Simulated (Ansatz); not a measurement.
## Worked example: a bond strength in InNH2F2 (SMILES [NH2][In]([F])[F])

The species is InNH2F2 (6 atoms), meant as a singlet with charge 0. As SMILES, `[NH2][In]([F])[F]`. The shape was relaxed beforehand at r2SCAN/def2-SVP.

```xyz
6

N    -0.2494    1.1735   -0.3057
In    0.2675   -0.7538    0.0392
F     1.8827   -1.2833    1.0001
F    -0.6316   -2.2775   -0.7868
H     0.0266    1.7917    0.4585
H    -1.2537    1.2854   -0.4514
```

Wanted: the dissociation energy of the H5–N1 bond into doublet H and doublet InNHF2 (shapes relaxed at r2SCAN/def2-SVP, no zero-point term). 1 Eh = 2625.50 kJ/mol = 27.2114 eV. Totals in Eh; open shells run unrestricted unless said.

| level | program | InNH2F2 | doublet H | doublet InNHF2 |
| --- | --- | --- | --- | --- |
| PBE/def2-SVP (core potential) | Ansatz | -445.365860 | -0.498629 | -444.687753 |
| PBE0-D4/def2-SVP (core potential) | Ansatz | -445.365000 | -0.500291 | -444.684077 |
| RPA@PBE/def2-SVP (core potential), 7 core orbitals frozen | Ansatz | -444.441606 | -0.512310 | -443.754188 |

Question: Work out the dissociation energy at each level.

Answer: 
1. PBE/def2-SVP (core potential): (-0.498629) + (-444.687753) − (-445.365860) = 0.179478 Eh = 471.2 kJ/mol = 4.88 eV.
2. PBE0-D4/def2-SVP (core potential): (-0.500291) + (-444.684077) − (-445.365000) = 0.180632 Eh = 474.2 kJ/mol = 4.92 eV.
3. RPA@PBE/def2-SVP (core potential): (-0.512310) + (-443.754188) − (-444.441606) = 0.175108 Eh = 459.7 kJ/mol = 4.76 eV.

The levels span 460 to 474 kJ/mol; no measured value is set beside them. A bond enthalpy at 298 K also holds the loss of zero-point energy and thermal terms.
